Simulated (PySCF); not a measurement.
An equivalent PySCF input for Ca⁺ (calcium, charge +1), [Ar] 4s1, 2S determinant, with no relativity, point nucleus:

```python
from pyscf import gto, scf, dft, mp, cc
import basis_set_exchange as bse
mol = gto.M(atom="Ca 0 0 0", charge=1, spin=1, symmetry="D2h",
            basis=gto.basis.parse(bse.get_basis("def2-TZVP", elements=["Ca"], fmt="nwchem", header=False)))
mf = dft.UKS(mol, xc="MN15")
mf.irrep_nelec = {'Ag': (4, 3), 'B1u': (2, 2), 'B2u': (2, 2), 'B3u': (2, 2)}
mf.kernel()
```

It reaches the same state as the run whose output follows, with an energy that differs only through the grid. The run itself started from symmetry-adapted Hartree-Fock orbitals and held the occupation by maximum overlap, on a logarithmic radial grid, so the iterations belong to that start.

```
SCF conv_tol = 1e-09
number electrons alpha = 10  beta = 9
XC functionals = MN15
    H. S. Yu, X. He, S. L. Li, and D. G. Truhlar.,  Chem. Sci. 7, 5032-5051 (2016)
    H. S. Yu, X. He, S. L. Li, and D. G. Truhlar.,  Chem. Sci. 7, 5032-5051 (2016)
cycle= 1 E= -677.275192201531  delta_E= -0.00955  |g|= 0.0217  |ddm|= 0.211
cycle= 2 E= -677.275330982862  delta_E= -0.000139  |g|= 0.00847  |ddm|= 0.0371
cycle= 3 E= -677.275353889265  delta_E= -2.29e-05  |g|= 0.000207  |ddm|= 0.0111
cycle= 4 E= -677.275353906565  delta_E= -1.73e-08  |g|= 1.37e-05  |ddm|= 0.000395
cycle= 5 E= -677.275353906677  delta_E= -1.11e-10  |g|= 1.08e-06  |ddm|= 5.75e-05
converged SCF energy = -677.275353906677  <S^2> = 0.75019548  2S+1 = 2.0001955
```
